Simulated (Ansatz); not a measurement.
Computed with Ansatz on PBE0-D4/def2-TZVP structures; ΔE is electronic, products minus reactants. CCSD(T)/CBS adds triple-zeta CCSD(T) − MP2 to the extrapolated MP2 energy (def2 sets, frozen cores). This one scheme is used for every species. DFT in def2-TZVPP. B3LYP here is the variant with VWN-RPA as its local correlation; programs differ in this. HSE06 is defined as in plane-wave codes. For Ge outer-core shells are correlated without core-valence functions, which leaves a few kJ/mol of doubt a bond. Scalar relativity is left out up to krypton. One conformer a species, not always the lowest.

Consider the formal exchange of groups at a Ge–O bond: `[OH][GeH2][F]` + `BF` → `F[BH][GeH2][F]` + H₂O.

```tsv
level	ΔE (kcal/mol)	difference from CCSD(T)/CBS
revPBE-D4	11.7	-2.5
B3LYP-D4	14.5	0.3
CAM-B3LYP-D4	15.7	1.5
ωB97X-V	15.3	1.1
ωB97M-V	15.0	0.8
B2PLYP	16.3	2.1
revPBE	11.8	-2.4
PBE0	12.7	-1.5
r2SCANh	14.6	0.4
HSE06	12.7	-1.5
LC-ωPBE	14.1	-0.1
HF/def2-SVP	19.5	5.3
CCSD(T)/def2-SVP	18.2	4.0
CCSD/def2-TZVPP	15.7	1.5
CCSD(T)/def2-TZVPP	15.5	1.3
MP2/CBS(def2)	15.7	1.5
CCSD(T)/CBS	14.2	0
```

Largest T1 diagnostic among the species: 0.013.

From BLYP to BHLYP (50 % exact exchange), in def2-TZVPP and without D4, ΔE moves by +2.3 kcal/mol. In def2-TZVPP, CCSD(T) changes the Hartree–Fock value by −4.2 kcal/mol (the triples alone add −0.2 kcal/mol) and MP2 by −2.6 kcal/mol. At CCSD(T), def2-SVP lies +4.0 kcal/mol from the extrapolated value and def2-TZVPP +1.3 kcal/mol.
